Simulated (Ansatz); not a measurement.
This geometry of AlF$_{2}$H$_{3}$Si (7 atoms, charge 0, multiplicity 1) is a first-order saddle point.

The calculation used RKS BLYP-D4/STO-3G (Ansatz).

```xyz
7
Properties=species:S:1:pos:R:3
F 0.175 -1.437 1.894
Si 0.089 -0.948 0.303
F 0.959 -2.121 -0.501
Al -0.712 0.958 -0.509
H 1.086 0.343 0.259
H -1.203 1.958 0.509
H -0.394 1.246 -1.955
```

Q: Which two structures does it join? (They come from a converged band through this point; their orientation in space is the band's.)

A: Bonds broken: Si2–H5. Bonds formed: Al4–H5.

First end point:

```xyz
7
Properties=species:S:1:pos:R:3
F -0.238 -1.495 1.617
Si 0.552 -0.660 0.399
F 1.031 -1.869 -0.652
Al -0.761 1.016 -0.580
H 1.803 -0.141 1.010
H -1.205 2.213 0.239
H -1.184 0.937 -2.034
```

Last end point:

```xyz
7
Properties=species:S:1:pos:R:3
F -0.847 -1.992 1.430
Si 0.085 -1.101 0.402
F 1.064 -2.330 -0.095
Al -0.064 1.218 -0.373
H 1.414 1.559 -0.356
H -0.964 1.783 0.706
H -0.688 0.862 -1.713
```

Q: How far does it lie above each of them?

A: 74.7 kJ/mol above the first and 84.7 kJ/mol above the second. This is the barrier of this one path; another mechanism may lie lower. The orbitals stay closed-shell, which can raise the energy where a bond breaks towards radicals; this wasn't checked here. Limits of this set-up: minimal basis.

The run took 2.5 min on 1 thread of Arm Neoverse V2 (shared host), peak memory 0.09 GiB.
